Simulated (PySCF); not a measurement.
Ga(Me)(OH)2(HOMe), C2H9GaO3, singlet (GFN2-xTB optimised geometry):

```
15

Ga    -0.659     0.040     0.000
C      1.364     0.040     0.000
H      1.736     0.911     0.533
H      1.764     0.062    -1.013
H      1.735    -0.857     0.492
O     -1.604     1.540     0.000
H     -1.764     2.099    -0.753
O     -1.657    -1.332    -0.502
H     -1.374    -2.099    -0.988
C     -1.301     0.663     3.118
O     -1.298    -0.286     2.063
H     -1.675     1.631     2.780
H     -0.269     0.776     3.446
H     -1.909     0.294     3.948
H     -2.204    -0.411     1.743
```

Computed with CAM-B3LYP/def2-TZVP (PySCF 2.14.0).

Problem. What are the frontier orbital energies and the dipole moment?

Solution. HOMO-2 -9.91 eV, HOMO-1 -9.38 eV, HOMO -8.74 eV, LUMO 1.18 eV, LUMO+1 1.97 eV; dipole moment 1.45 D.

On the same geometry PBE/def2-TZVP in PySCF 2.14.0 gives HOMO-2 -6.70 eV, HOMO-1 -6.17 eV, HOMO -5.86 eV, LUMO -0.52 eV, LUMO+1 0.29 eV; dipole moment 1.44 D.

Meta-Löwdin charges at CAM-B3LYP/def2-TZVP: Ga1 0.91, C2 -0.59, H3 0.12, H4 0.12, H5 0.12, O6 -0.78, H7 0.34, O8 -0.77, H9 0.34, C10 -0.12, O11 -0.45, H12 0.13, H13 0.13, H14 0.12, H15 0.37.
